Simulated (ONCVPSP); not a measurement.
nitrogen, ONCV: configuration errors across variants

- Element: nitrogen (N)
- Generator: ONCVPSP 4.0.1
- Type: optimised norm-conserving Vanderbilt (ONCV)
- Functional: PBEsol
- Relativity: fully relativistic
- Frozen core: [He]
- Valence charge: 5
- Reference configuration: 2s2 2p3
- Partial waves: 2s: rc 0.75 bohr, ncon 4, nbas 7, qcut 10.9 1/bohr, local; 2p: rc 1.50 bohr, ncon 4, nbas 9, qcut 11.5 1/bohr, 2 projectors, debl 1.6 Ha
- Local potential: the s channel
- Core correction: Teter function, fcfact 2, rcfact 1.2

Open shells are filled in proportion to 2j + 1.

All-electron excitation energies from the reference (eV): (1) 2s2 2p2 13.521; (2) 2s2 2p1 42.258; (3) 2s2 2p0 89.143; (4) 2s0 2p5 22.895.

Errors AE − PS in meV (a dash: test not solved or not reliable):

| change | (1) | (2) | (3) | (4) | bound ghosts | GHOST(+) flags above zero |
| --- | --- | --- | --- | --- | --- | --- |
| base | +8.5 | +81 | +386 | +21 | none | none |
| core correction Teter function, fcfact 2, rcfact 0.98 | +9.0 | +87 | +416 | +22 | none | none |
| core correction Teter function, fcfact 2, rcfact 1.08 | +8.8 | +85 | +405 | +21 | none | none |
| core correction Teter function, fcfact 2, rcfact 1.18 | +8.6 | +82 | +389 | +21 | none | none |
| core correction Teter function, fcfact 2, rcfact 1.36 | +8.0 | +75 | +348 | +20 | none | none |
| core correction Teter function, fcfact 2, rcfact 1.44 | +7.7 | +72 | +327 | +20 | none | none |
| core correction Teter function, fcfact 2, rcfact 1.54 | +7.3 | +67 | +299 | +20 | none | none |
| core correction Teter function, fcfact 2, rcfact 1.78 | +6.4 | +56 | +233 | +19 | none | none |
| core correction Teter function, fcfact 2, rcfact 1.92 | +5.9 | +49 | +194 | +18 | none | none |
| core correction Teter function, fcfact 2, rcfact 2.04 | +5.5 | +43 | +161 | +17 | none | none |

Task: Give the same row for: core correction Teter function, fcfact 2, rcfact 1.66.

Result: +6.9, +61, +266, +20; bound ghosts: none; GHOST(+) flags above zero: none.
